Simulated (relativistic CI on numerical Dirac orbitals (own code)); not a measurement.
Hyperfine structure of Fe19+, mass number 57

Calculated at this level of theory: Dirac-Coulomb-Breit CI, separate exchange-only KLI orbitals for each configuration, QED by a radiative potential, unscaled Slater integrals (own radial code, finite nucleus).

Configurations in the expansion (outside the closed core 1s2): 2s2 2p3, 2s 2p4, 2p5, 2p4 3s, 2p4 3p, 2p4 3d, 2s2 2p2 3s, 2s2 2p2 3p, 2s2 2p2 3d, 2s 2p3 3s, 2s 2p3 3p, 2s 2p3 3d, 2s2 2p2 4s, 2s2 2p2 4p, 2s2 2p2 4d, 2s2 2p2 4f. Levels of other configurations are missing.

Nuclear spin I = 1/2, μ = 0.09064 μN (tables of Stone and Pyykkö). The electronic factors are computed for point nuclear moments, without core polarisation or the Bohr-Weisskopf and QED corrections.

```csv
Level,E (cm⁻¹),A (MHz)
2s2 2p3 2D°_3/2,141971,4376
2s2 2p3 2D°_5/2,180001,9371
2s2 2p3 2P°_1/2,262808,26390
2s2 2p3 2P°_3/2,325859,5440
2s 2p4 4P_5/2,754048,21400
2s 2p4 4P_3/2,821871,17860
2s 2p4 4P_1/2,844058,45020
2s 2p4 2D_3/2,1052419,-5954
```

Levels with J = 0, under 50 % of one LS term, or S terms without an open s electron are left out. Small factors come from cancelling terms and can be off by tens of per cent or more.

At this charge energies of transitions that change n are usually good to better than 1 %, and those within a shell (Δn = 0) to a few per cent.

Problem. Give the hyperfine levels of 2s2 2p3 2D°_5/2 relative to its centre of gravity.

Solution. With K = F(F + 1) − I(I + 1) − J(J + 1), E = AK/2: F = 2: -16400, F = 3: 11710 MHz.

LS names give the leading component of a level, which can be under half, so a name can repeat, a term be missing and a line seem to break the LS rules.
